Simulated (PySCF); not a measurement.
PySCF input (B3PW91/6-31G* (5d)):

```python
from pyscf import gto, dft

mol = gto.M(
    atom='''
    Al   -0.00121500   -0.01498400    1.29421700
    Al    0.00121500    0.01498400   -1.29421700
    H     1.34717400   -0.03150200    2.13754500
    H    -1.35118500   -0.01796600    2.13516800
    H     0.00875900    1.37382400   -2.12073100
    H    -0.00474800   -1.32435600   -2.15198200
    ''',
    basis='6-31g*',
    charge=0,
    spin=0,
    verbose=4,
)

mf = dft.RKS(mol, xc='b3pw91')
mf.grids.level = 3
mf.conv_tol = 1e-9
mf.max_cycle = 100
mf.max_memory = 1500
mf.kernel()
if not mf.converged:
    mf = mf.newton()
    mf.kernel(mf.make_rdm1())
mf.dip_moment()
```

Output:

```
PySCF version 2.14.0

[INPUT] verbose = 4
[INPUT] num. atoms = 6
[INPUT] num. electrons = 30
[INPUT] charge = 0
[INPUT] spin (= nelec alpha-beta = 2S) = 0
[INPUT] symmetry False subgroup None
[INPUT] Mole.unit = angstrom
[INPUT] Symbol           X                Y                Z      unit          X                Y                Z       unit  Magmom
[INPUT]  1 Al    -0.001215000000  -0.014984000000   1.294217000000 AA   -0.002296017241  -0.028315656250   2.445715675756 Bohr   0.0
[INPUT]  2 Al     0.001215000000   0.014984000000  -1.294217000000 AA    0.002296017241   0.028315656250  -2.445715675756 Bohr   0.0
[INPUT]  3 H      1.347174000000  -0.031502000000   2.137545000000 AA    2.545789902135  -0.059530152376   4.039374628933 Bohr   0.0
[INPUT]  4 H     -1.351185000000  -0.017966000000   2.135168000000 AA   -2.553369593620  -0.033950819554   4.034882749935 Bohr   0.0
[INPUT]  5 H      0.008759000000   1.373824000000  -2.120731000000 AA    0.016552111125   2.596151103354  -4.007600773875 Bohr   0.0
[INPUT]  6 H     -0.004748000000  -1.324356000000  -2.151982000000 AA   -0.008972419639  -2.502670131424  -4.066656604994 Bohr   0.0

nuclear repulsion = 60.157808703253
number of shells = 24
number of NR pGTOs = 118
number of NR cGTOs = 44
basis = 6-31g*
ecp = {}

******** <class 'pyscf.dft.rks.RKS'> ********
method = RKS
initial guess = minao
damping factor = 0
level_shift factor = 0
DIIS = <class 'pyscf.scf.diis.CDIIS'>
diis_start_cycle = 1
diis_space = 8
diis_damp = 0
SCF conv_tol = 1e-09
SCF conv_tol_grad = None
SCF max_cycles = 100
direct_scf = True
direct_scf_tol = 1e-13
XC library pyscf.dft.libxc version 7.1.2
    S. Lehtola, C. Steigemann, M. J. T. Oliveira, and M. A. L. Marques,  SoftwareX 7, 1–5 (2018)
XC functionals = b3pw91
    A. D. Becke,  J. Chem. Phys. 98, 5648 (1993)
radial grids:
    Treutler-Ahlrichs [JCP 102, 346 (1995); DOI:10.1063/1.469408] (M4) radial grids

becke partition: Becke, JCP 88, 2547 (1988); DOI:10.1063/1.454033
pruning grids: <function nwchem_prune>
grids dens level: 3
symmetrized grids: False
atomic radii adjust function: <function treutler_atomic_radii_adjust>
small_rho_cutoff = 0
Set gradient conv threshold to 3.16228e-05
Initial guess from minao.
tot grids = 77592
init E= -486.832077019946
  HOMO = -0.247233537077314  LUMO = -0.101994651969922  gap/eV = 3.95215
cycle= 1 E= -487.109246039649  delta_E= -0.277  |g|= 0.162  |ddm|= 1.88
  HOMO = -0.254995134153475  LUMO = -0.0869029942763342  gap/eV = 4.57402
cycle= 2 E= -487.117063950349  delta_E= -0.00782  |g|= 0.0791  |ddm|= 0.354
  HOMO = -0.242605620749621  LUMO = -0.0756418763946159  gap/eV = 4.54331
cycle= 3 E= -487.120402437337  delta_E= -0.00334  |g|= 0.0112  |ddm|= 0.164
  HOMO = -0.247638127091887  LUMO = -0.0788362705814705  gap/eV = 4.59333
cycle= 4 E= -487.120474066498  delta_E= -7.16e-05  |g|= 0.000629  |ddm|= 0.0231
  HOMO = -0.247326713202831  LUMO = -0.0785922764612022  gap/eV = 4.59150
cycle= 5 E= -487.120474274946  delta_E= -2.08e-07  |g|= 1.79e-05  |ddm|= 0.00141
  HOMO = -0.24732212774188  LUMO = -0.0785879202172468  gap/eV = 4.59149
cycle= 6 E= -487.120474275184  delta_E= -2.39e-10  |g|= 2.07e-06  |ddm|= 5.46e-05
  HOMO = -0.247323774787826  LUMO = -0.0785891769237083  gap/eV = 4.59150
Extra cycle  E= -487.120474275188  delta_E= -3.64e-12  |g|= 8.07e-07  |ddm|= 7.02e-06
converged SCF energy = -487.120474275188
Dipole moment(X, Y, Z, Debye): -0.00000, -0.00000,  0.00000
```

The geometry given is a B3LYP-D3(BJ)/def2-TZVP minimum.
